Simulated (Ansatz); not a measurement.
Gas-phase electronic energies from Ansatz, PBE0-D4/def2-TZVP geometries. CCSD(T)/CBS adds triple-zeta CCSD(T) − MP2 to the extrapolated MP2 energy (def2 sets, frozen cores). This one scheme is used for every species. Functionals use def2-TZVPP. For Br, Ga outer-core shells are correlated without core-valence functions, which leaves a few kJ/mol of doubt a bond. Scalar relativity is left out up to krypton.

Reaction (ligand exchange at a Ga–F bond): `[F][Ga]([F])[F]` + HBr → `[F][Ga]([F])[Br]` + H–F

`[F][Ga]([F])[F]`:

```xyz
4

F     1.109   -1.043   -0.810
Ga    0.000    0.000    0.000
F    -1.520    0.371   -0.724
F     0.411    0.672    1.533
```

HBr:

Z-matrix (Å, degrees):
```
Br
H 1 1.420
```

`[F][Ga]([F])[Br]`:

Cartesian coordinates in Å:
```
F 0.217 1.064 -1.418
Ga -0.031 -0.022 -0.093
F -0.843 -1.503 -0.469
Br 0.657 0.461 1.980
```

H–F:

Cartesian coordinates in Å:
```
F -0.131 0.321 -0.302
H 0.131 -0.321 0.302
```

| species | PBE0 energy (Eh) |
| --- | --- |
| `[F][Ga]([F])[F]` | -2224.10129 |
| HBr | -2574.45886 |
| `[F][Ga]([F])[Br]` | -4698.18719 |
| H–F | -100.39405 |

Task: Work out ΔE.

Result: ΔE = (-4698.18719) + (-100.39405) − (-2224.10129) − (-2574.45886) = -0.02109 Eh = -0.57 eV. CCSD(T)/CBS gives -0.58 eV.

Task: What do rigid-rotor, harmonic-oscillator terms from PBE0-D4/def2-TZVP frequencies (298.15 K, 1 bar) make of the CCSD(T)/CBS value? (An estimate is asked.)

Result: The calculation gave: ΔZPE = +0.06 eV, ΔH = -0.51 eV, ΔS = 7 J/(mol·K), ΔG = -0.53 eV.

Largest T1 diagnostic among the species: 0.015.

At CCSD(T), def2-SVP lies +0.25 eV from the extrapolated value and def2-TZVPP +0.09 eV. Leaving LDA and LC-ωPBE aside and taking each functional with its dispersion term where it has one, the values, not all of them listed here, spread over 0.14 eV, from HSE06-D4 to B97M-V. The D4 term adds −0.05 eV with B3LYP and −0.02 eV with PBE0; it sums over pairs of atoms, weighted by their polarisabilities, and B3LYP, whose exchange is more repulsive, gets the larger term.

B3LYP here is the variant with VWN-RPA as its local correlation; programs differ in this.
